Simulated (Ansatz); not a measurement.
Reaction (stannylene formation by 1,1-elimination): `[NH2][SnH2][Br]` → H₂ + `[NH2][Sn][Br]`

Program: Ansatz. Geometries: PBE0-D4/def2-TZVP. ΔE: electronic, gas phase. CCSD(T)/CBS adds triple-zeta CCSD(T) − MP2 to the extrapolated MP2 energy (def2 sets, frozen cores). This one scheme is used for every species. Functionals use def2-TZVPP. def2 core potentials past Kr. For Br, Sn outer-core shells are correlated without core-valence functions, which leaves a few kJ/mol of doubt a bond. Scalar relativity is left out up to krypton. One conformer a species, not always the lowest.

`[NH2][SnH2][Br]`:

```xyz
7

N     0.747    0.118   -1.050
Sn   -0.381   -0.009    0.602
Br   -1.856   -1.990    0.320
H     0.594    0.929   -1.631
H     1.737   -0.034   -0.926
H    -1.424    1.329    0.720
H     0.582   -0.343    1.964
```

H₂:

Cartesian coordinates in Å:
```
H -0.256 0.236 0.134
H 0.256 -0.236 -0.134
```

`[NH2][Sn][Br]`:

Z-matrix (Å, degrees):
```
N
Sn 1 2.005
H 1 1.009 2 124.4
H 1 1.009 2 123.5 3 179.9
Br 2 2.543 1 93.7 3 180.0
```

CCSD(T)/CBS gives -31.1 kJ/mol.

Problem. Another level gave -24.8 kJ/mol. Which?
A. BLYP-D4/def2-TZVPP
B. MP2/def2-TZVPP
C. r2SCAN0/def2-TZVPP
D. B97M-V/def2-TZVPP

Solution. C. r2SCAN0 -24.8, BLYP-D4 -75.7, B97M-V -16.7, MP2/def2-TZVPP -36.8 kJ/mol.

Problem. What do rigid-rotor, harmonic-oscillator terms from PBE0-D4/def2-TZVP frequencies (298.15 K, 1 bar) make of the CCSD(T)/CBS value? (Best estimate.)

Solution. Ansatz gave: ΔZPE = -9.8 kJ/mol, ΔH = -35.3 kJ/mol, ΔS = 109 J/(mol·K), ΔG = -67.9 kJ/mol.

Largest T1 diagnostic among the species: 0.014.

From r2SCAN to r2SCAN0 (25 % exact exchange), in def2-TZVPP and without D4, ΔE moves by +12.4 kJ/mol. At CCSD(T), def2-SVP lies +6.5 kJ/mol from the extrapolated value and def2-TZVPP +6.3 kJ/mol.
